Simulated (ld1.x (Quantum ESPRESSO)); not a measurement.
Pseudopotential generation for copper (Cu): TM semilocal, PBEsol, scalar-relativistic.

Input for ld1.x (Quantum ESPRESSO) 7.5:

```
&input
   title='Cu', zed=29., rel=1, dft='PBESOL', iswitch=3,
   config='[Ar] 3d9 4s0 4p0',
   nld=3, rlderiv=2.85, eminld=-4.0, emaxld=5.0, deld=0.02
 /
 &inputp
   pseudotype=1, tm=.true., lloc=2,
   nlcc=.false.,
   file_pseudopw='Cu.pp', file_wfcaegen='ae.wfc', file_wfcncgen='nc.wfc'
 /
3
4S  1  0   0.00   0.00  1.80  1.80  0.0
4P  2  1   0.00   0.00  2.60  2.60  0.0
3D  3  2   9.00   0.00  0.75  0.75  0.0
 &test
   configts(1)='3d9 4s0 4p0'
 /
```

Command:

```bash
ld1.x < Cu.in > Cu.out
```

Output (shortened: banner, matrices, multipoles, cross overlaps and the repeated all-electron block are left out):

```
Program LD1 v.7.5
     --------------------------- All-electron run ----------------------------

     Cu
     scalar relativistic calculation

     atomic number is 29.00
     dft =PBESOL   lsd =0 sic =0 latt =0  beta=0.20 tr2=1.0E-14
     Exchange-correlation= PBESOL
                           (   1   4  10   8   0   0   0)
     mesh =1199 r(mesh) = 100.25372 a.u. xmin = -7.00 dx = 0.01250
     1 Ry =  13.60569312 eV, c = 137.03599908

     n l     nl                  e(Ry)          e(Ha)          e(eV)
     1 0     1S 1( 2.00)      -651.8291      -325.9145     -8868.5867
     2 0     2S 1( 2.00)       -79.9018       -39.9509     -1087.1188
     2 1     2P 1( 6.00)       -69.2416       -34.6208      -942.0805
     3 0     3S 1( 2.00)       -10.2856        -5.1428      -139.9430
     3 1     3P 1( 6.00)        -7.1613        -3.5807       -97.4346
     3 2     3D 1( 9.00)        -2.1759        -1.0880       -29.6047
     4 0     4S 1( 0.00)        -1.6277        -0.8139       -22.1463
     4 1     4P 1( 0.00)        -1.1117        -0.5558       -15.1249

     final scf error:  7.0E-15 reached in  32 iterations

     Etot =   -3304.820424 Ry,   -1652.410212 Ha,  -44964.372515 eV

     Ekin =    3353.747721 Ry,    1676.873860 Ha,   45630.062298 eV
     Encl =   -7911.047324 Ry,   -3955.523662 Ha, -107635.282168 eV
     Eh   =    1383.468551 Ry,     691.734275 Ha,   18823.048546 eV
     Exc  =    -130.989371 Ry,     -65.494686 Ha,   -1782.201191 eV

     normalization and overlap integrals

     s(1S/1S) =  1.000000  <r> =   0.0522  <r2> =    0.0037  r(max) =   0.0341
     s(2S/2S) =  1.000000  <r> =   0.2354  <r2> =    0.0654  r(max) =   0.1960
     s(2P/2P) =  1.000000  <r> =   0.2065  <r2> =    0.0523  r(max) =   0.1585
     s(3S/3S) =  1.000000  <r> =   0.7106  <r2> =    0.5837  r(max) =   0.6112
     s(3P/3P) =  1.000000  <r> =   0.7455  <r2> =    0.6566  r(max) =   0.6189
     s(3D/3D) =  1.000000  <r> =   0.9212  <r2> =    1.1126  r(max) =   0.5961
     s(4S/4S) =  1.000000  <r> =   2.2758  <r2> =    5.8967  r(max) =   1.9546
     s(4P/4P) =  1.000000  <r> =   2.7664  <r2> =    8.7547  r(max) =   2.3577

     ------------------------ End of All-electron run ------------------------

     --------------------- Generating NC pseudopotential ---------------------

      Generating local pot.: lloc=2, matching radius rcloc =   0.7500

      Wfc   4S  rcut= 1.791  Using Troullier-Martins method

      Wfc   4P  rcut= 2.606  Using Troullier-Martins method

     ------------------- End of pseudopotential generation -------------------

     Computing logarithmic derivative in   2.86187
     Computing logarithmic derivative in   2.86187
     Computing the partial wave expansion
     R is outside the sphere for l=    0 j= 0.00
     R is outside the sphere for l=    1 j= 0.00
       no projector for channel:   2

     ---------------------- Testing the pseudopotential ----------------------

     Cu
     scalar relativistic calculation

     atomic number is 29.00   valence charge is 11.00
     dft =PBESOL   lsd =0 sic =0 latt =0  beta=0.20 tr2=1.0E-14
     mesh =1199 r(mesh) = 100.25372 xmin = -7.00 dx = 0.01250

     n l     nl             e AE (Ry)        e PS (Ry)    De AE-PS (Ry)
     3 2     3D   1( 9.00)       -2.17590       -2.17581       -0.00009
     1 0     4S   1( 0.00)       -1.62772       -1.62773        0.00000
     2 1     4P   1( 0.00)       -1.11166       -1.11166        0.00000

     eps = 3.4E-15  iter = 17

     Etot =   -3304.820424 Ry,   -1652.410212 Ha,  -44964.372515 eV
     Etotps =   -97.125791 Ry,     -48.562895 Ha,   -1321.463706 eV

     Ekin =     173.669801 Ry,      86.834900 Ha,    2362.898016 eV
     Encl =    -338.393445 Ry,    -169.196723 Ha,   -4604.077369 eV
     Ehrt =      81.939210 Ry,      40.969605 Ha,    1114.839744 eV
     Ecxc =     -14.341357 Ry,      -7.170678 Ha,    -195.124096 eV

     ---------------------- End of pseudopotential test ----------------------
```

Generation and configuration tests took about 1.9 s on one core of a shared server CPU.

Transferability test of the new file with ld1.x, input:

```
&input
   title='Cu', zed=29., rel=1, dft='PBESOL', iswitch=2,
   config='[Ar] 3d9 4s0 4p0'
 /
 &test
   file_pseudo='Cu.pp', nconf=8,
   configts(1)='3d9 4s0 4p0',
   configts(2)='3d10 4s1 4p0',
   configts(3)='3d10 4s0 4p0',
   configts(4)='3d8 4s0 4p0',
   configts(5)='3d10 4s0 4p1',
   configts(6)='3d9 4s2 4p0',
   configts(7)='3d9 4s1 4p1',
   configts(8)='3d10 4s0.5 4p0'
 /
```

```bash
ld1.x < Cu.test.in > Cu.test.out
```

Pseudopotential blocks of its output, shortened (energy terms left out; the distinct warnings before each block abridged to one line each):

```
     ---------------------- Testing the pseudopotential ----------------------

     n l     nl             e AE (Ry)        e PS (Ry)    De AE-PS (Ry)
     3 2     3D   1( 9.00)       -2.17590       -2.17581       -0.00009
     1 0     4S   1( 0.00)       -1.62772       -1.62773        0.00000
     2 1     4P   1( 0.00)       -1.11166       -1.11166        0.00000

     eps = 3.3E-15  iter = 17

     Etot =   -3304.820424 Ry,   -1652.410212 Ha,  -44964.372515 eV
     Etotps =   -97.125791 Ry,     -48.562895 Ha,   -1321.463706 eV

     ---------------------- End of pseudopotential test ----------------------

          Warning: convergence not achieved
     ---------------------- Testing the pseudopotential ----------------------

     n l     nl             e AE (Ry)        e PS (Ry)    De AE-PS (Ry)
     3 2     3D   1(10.00)       -0.37181       -0.37277        0.00096
     1 0     4S   1( 1.00)       -0.33866       -0.34397        0.00531  !
     2 1     4P   1( 0.00)       -0.04672       -0.04830        0.00158

     eps = 2.5E-12  iter =201

     Etot =   -3306.982469 Ry,   -1653.491235 Ha,  -44993.788637 eV
     Etotps =   -99.293732 Ry,     -49.646866 Ha,   -1350.960049 eV
     dEtot_ae =      -2.162045 Ry
     dEtot_ps =      -2.167941 Ry,   Delta E=       0.005896 Ry

     ---------------------- End of pseudopotential test ----------------------

          ---------------------- Testing the pseudopotential ----------------------

     n l     nl             e AE (Ry)        e PS (Ry)    De AE-PS (Ry)
     3 2     3D   1(10.00)       -1.00265       -1.00154       -0.00111
     1 0     4S   1( 0.00)       -0.86543       -0.87468        0.00926  !
     2 1     4P   1( 0.00)       -0.46986       -0.47606        0.00621  !

     eps = 7.8E-15  iter = 14

     Etot =   -3306.386894 Ry,   -1653.193447 Ha,  -44985.685429 eV
     Etotps =   -98.690623 Ry,     -49.345312 Ha,   -1342.754335 eV
     dEtot_ae =      -1.566470 Ry
     dEtot_ps =      -1.564832 Ry,   Delta E=      -0.001638 Ry

     ---------------------- End of pseudopotential test ----------------------

          ---------------------- Testing the pseudopotential ----------------------

     n l     nl             e AE (Ry)        e PS (Ry)    De AE-PS (Ry)
     3 2     3D   1( 8.00)       -3.59268       -3.61414        0.02147  !
     1 0     4S   1( 0.00)       -2.51736       -2.50307       -0.01428  !
     2 1     4P   1( 0.00)       -1.89446       -1.88156       -0.01290  !

     eps = 8.5E-15  iter = 16

     Etot =   -3301.954541 Ry,   -1650.977271 Ha,  -44925.380194 eV
     Etotps =   -94.251219 Ry,     -47.125610 Ha,   -1282.353168 eV
     dEtot_ae =       2.865883 Ry
     dEtot_ps =       2.874571 Ry,   Delta E=      -0.008689 Ry

     ---------------------- End of pseudopotential test ----------------------

          ---------------------- Testing the pseudopotential ----------------------

     n l     nl             e AE (Ry)        e PS (Ry)    De AE-PS (Ry)
     3 2     3D   1(10.00)       -0.52760       -0.52484       -0.00276
     1 0     4S   1( 0.00)       -0.44536       -0.45040        0.00504  !
     2 1     4P   1( 1.00)       -0.12525       -0.12668        0.00143

     eps = 3.9E-15  iter = 16

     Etot =   -3306.675972 Ry,   -1653.337986 Ha,  -44989.618536 eV
     Etotps =   -98.983487 Ry,     -49.491744 Ha,   -1346.738953 eV
     dEtot_ae =      -1.855548 Ry
     dEtot_ps =      -1.857696 Ry,   Delta E=       0.002148 Ry

     ---------------------- End of pseudopotential test ----------------------

          Warning: convergence not achieved
     ---------------------- Testing the pseudopotential ----------------------

     n l     nl             e AE (Ry)        e PS (Ry)    De AE-PS (Ry)
     3 2     3D   1( 9.00)       -0.70160       -0.71333        0.01173  !
     1 0     4S   1( 2.00)       -0.42860       -0.43026        0.00166
     2 1     4P   1( 0.00)       -0.08340       -0.08409        0.00069

     eps = 5.6E-12  iter =201

     Etot =   -3306.836563 Ry,   -1653.418281 Ha,  -44991.803480 eV
     Etotps =   -99.146441 Ry,     -49.573221 Ha,   -1348.956054 eV
     dEtot_ae =      -2.016139 Ry
     dEtot_ps =      -2.020650 Ry,   Delta E=       0.004512 Ry

     ---------------------- End of pseudopotential test ----------------------

          Warning: convergence not achieved
     ---------------------- Testing the pseudopotential ----------------------

     n l     nl             e AE (Ry)        e PS (Ry)    De AE-PS (Ry)
     3 2     3D   1( 9.00)       -0.85280       -0.86254        0.00973  !
     1 0     4S   1( 1.00)       -0.52567       -0.52733        0.00166
     2 1     4P   1( 1.00)       -0.15459       -0.15536        0.00076

     eps = 2.5E-11  iter =201

     Etot =   -3306.478047 Ry,   -1653.239023 Ha,  -44986.925620 eV
     Etotps =   -98.786935 Ry,     -49.393467 Ha,   -1344.064720 eV
     dEtot_ae =      -1.657623 Ry
     dEtot_ps =      -1.661144 Ry,   Delta E=       0.003521 Ry

     ---------------------- End of pseudopotential test ----------------------

          Warning: convergence not achieved
     ---------------------- Testing the pseudopotential ----------------------

     n l     nl             e AE (Ry)        e PS (Ry)    De AE-PS (Ry)
     3 2     3D   1(10.00)       -0.67206       -0.67266        0.00060
     1 0     4S   1( 0.50)       -0.59247       -0.60002        0.00756  !
     2 1     4P   1( 0.00)       -0.24447       -0.24849        0.00401

     eps = 1.8E-11  iter =201

     Etot =   -3306.750637 Ry,   -1653.375319 Ha,  -44990.634404 eV
     Etotps =   -99.058651 Ry,     -49.529325 Ha,   -1347.761603 eV
     dEtot_ae =      -1.930213 Ry
     dEtot_ps =      -1.932860 Ry,   Delta E=       0.002647 Ry

     ---------------------- End of pseudopotential test ----------------------
```
